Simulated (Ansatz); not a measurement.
C2H6F2Si (`CC[SiH](F)F`). Total charge 0; spin multiplicity 1. Geometry: relaxed with PBE0-D4/def2-TZVP. It is one conformer, not always the lowest.

```xyz
11

C     0.109    1.063   -0.935
C    -0.708    0.072   -0.105
Si    0.311   -1.051    0.949
F     1.315   -1.884    0.037
F     1.212   -0.191    1.941
H    -0.540    1.701   -1.538
H     0.713    1.712   -0.298
H     0.789    0.545   -1.615
H    -1.330   -0.557   -0.753
H    -1.406    0.602    0.555
H    -0.463   -2.013    1.762
```

Problem. What is the dipole moment at B3LYP/def2-TZVPP? (Estimate.)

Solution. The calculation gave: 2.15 D, with components (-1.93, 0.66, -0.69) D in this frame, pointing from negative to positive charge.

Problem. And with PBE, r2SCAN, ωB97M-V? (Best estimate.)

Solution. Ansatz gave: PBE 2.08 D, r2SCAN 2.12 D, ωB97M-V 2.13 D.

Problem. Give the Mulliken charges with B3LYP, r2SCAN, PBE in def2-TZVPP. (Estimate.)

Solution. The calculation gave: 
```csv
atom,B3LYP,r2SCAN,PBE
C1,-0.27,-0.14,-0.27
C2,-0.23,-0.18,-0.22
Si3,0.81,0.81,0.70
F4,-0.32,-0.32,-0.28
F5,-0.32,-0.32,-0.28
H6,0.09,0.05,0.09
H7,0.10,0.06,0.10
H8,0.10,0.06,0.10
H9,0.08,0.05,0.09
H10,0.08,0.05,0.09
H11,-0.10,-0.11,-0.10
```

B3LYP here is the variant with VWN-RPA as its local correlation; programs differ in this.
